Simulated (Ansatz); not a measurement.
`[OH][GeH2][SnH3]` + HBr → `[OH][GeH2][Br]` + `[SnH4]`  (cleavage of the Ge–Sn bond)

Computed with Ansatz on PBE0-D4/def2-TZVP structures; ΔE is electronic, products minus reactants. CBS: MP2 limit from def2 TZ/QZ plus the TZ coupled-cluster correction, frozen cores. Functionals use def2-TZVPP. B3LYP here is the variant with VWN-RPA as its local correlation; programs differ in this. HSE06 is defined as in plane-wave codes. def2 core potentials past Kr. For Br, Ge, Sn outer-core shells are correlated without core-valence functions, which leaves a few kJ/mol of doubt a bond. Scalar relativity is left out up to krypton. Each species was taken in one conformer, which may not be the lowest.

```csv
level,ΔE (kJ/mol),difference from CCSD(T)/CBS
LDA (SPW92),-45.0,2.1
PBE-D4,-45.6,1.5
revPBE-D4,-47.8,-0.7
BLYP-D4,-47.0,0.1
r2SCAN-D4,-54.1,-7.0
B97M-V,-64.9,-17.8
PBE0-D4,-50.5,-3.4
B3LYP-D4,-50.8,-3.7
r2SCANh-D4,-54.8,-7.7
r2SCAN0-D4,-55.9,-8.8
HSE06-D4,-50.6,-3.5
BHLYP-D4,-57.0,-9.9
ωB97X-V,-57.0,-9.9
ωB97M-V,-55.4,-8.3
B2PLYP,-54.7,-7.6
PBE-QIDH,-56.4,-9.3
PBE,-46.6,0.5
revPBE,-47.5,-0.4
BLYP,-48.2,-1.1
r2SCAN,-54.6,-7.5
PBE0,-51.6,-4.5
r2SCANh,-55.3,-8.2
r2SCAN0,-56.5,-9.4
HSE06,-51.8,-4.7
CAM-B3LYP,-55.7,-8.6
LC-ωPBE,-55.4,-8.3
RPA@PBE/def2-TZVPP,-52.3,-5.2
CCSD/def2-SVP,-53.9,-6.8
CCSD(T)/def2-SVP,-52.9,-5.8
HF/def2-TZVPP,-73.3,-26.2
MP2/def2-TZVPP,-55.6,-8.5
SCS-MP2/def2-TZVPP,-58.0,-10.9
CCSD/def2-TZVPP,-55.1,-8.0
CCSD(T)/def2-TZVPP,-54.1,-7.0
HF/def2-QZVPP,-72.5,-25.4
MP2/def2-QZVPP,-51.3,-4.2
SCS-MP2/def2-QZVPP,-54.3,-7.2
HF/CBS(def2),-72.4,-25.3
MP2/CBS(def2),-48.6,-1.5
CCSD/CBS(def2),-48.2,-1.1
CCSD(T)/CBS,-47.1,0
```

Largest T1 diagnostic among the species: 0.013.

From BLYP to BHLYP (50 % exact exchange), in def2-TZVPP and without D4, ΔE moves by −11.5 kJ/mol. In def2-TZVPP, CCSD(T) changes the Hartree–Fock value by +19.2 kJ/mol (the triples alone add +1.1 kJ/mol) and MP2 by +17.7 kJ/mol. At CCSD(T), def2-SVP lies −5.8 kJ/mol from the extrapolated value and def2-TZVPP −7.0 kJ/mol.
